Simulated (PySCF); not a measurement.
revPBE on Cu⁻ (copper, charge -1), [Ar] 3d10 4s2, closed-shell 1S. Computed with PySCF 2.14 in x2c-TZVPPall with one added diffuse shell each of s, p, d, f type (7s6p5d3f1g, 80 functions), with the spin-free X2C one-electron Hamiltonian (Gaussian nucleus).

```
cycle= 1 E= -1654.39348950983  delta_E= 0.294  |g|= 1.34  |ddm|= 0.726
cycle= 2 E= -1652.79533308835  delta_E=  1.6  |g|=  3.4  |ddm|= 1.85
cycle= 3 E= -1654.64184192938  delta_E= -1.85  |g|= 0.573  |ddm|= 1.25
cycle= 4 E= -1654.69032083117  delta_E= -0.0485  |g|= 0.365  |ddm|= 0.782
cycle= 5 E= -1654.72734460115  delta_E= -0.037  |g|= 0.0834  |ddm|= 0.494
cycle= 6 E= -1654.73033857097  delta_E= -0.00299  |g|= 0.0014  |ddm|= 0.138
cycle= 7 E= -1654.73034109446  delta_E= -2.52e-06  |g|= 0.00103  |ddm|= 0.0134
cycle= 8 E= -1654.73034136293  delta_E= -2.68e-07  |g|= 0.00013  |ddm|= 0.000912
cycle= 9 E= -1654.73034136568  delta_E= -2.74e-09  |g|= 6.61e-06  |ddm|= 0.000105
cycle= 10 E= -1654.73034136575  delta_E= -7.78e-11  |g|= 1.99e-07  |ddm|= 3.24e-05
converged SCF energy = -1654.73034136575  <S^2> = -1.2434498e-14  2S+1 = 1
```

Highest occupied orbital energy: 1.290 eV; ⟨L²⟩ = 0.00; populations by l: s 8.00, p 12.00, d 10.00, f 0.00.

(1) Can this result be used?

## Answers

(1) With care. Self-consistency was reached. At revPBE the highest occupied level has a positive energy, so only the finite basis holds that electron; in a semilocal or global hybrid functional this comes from self-interaction and does not mean that the real anion is unbound.
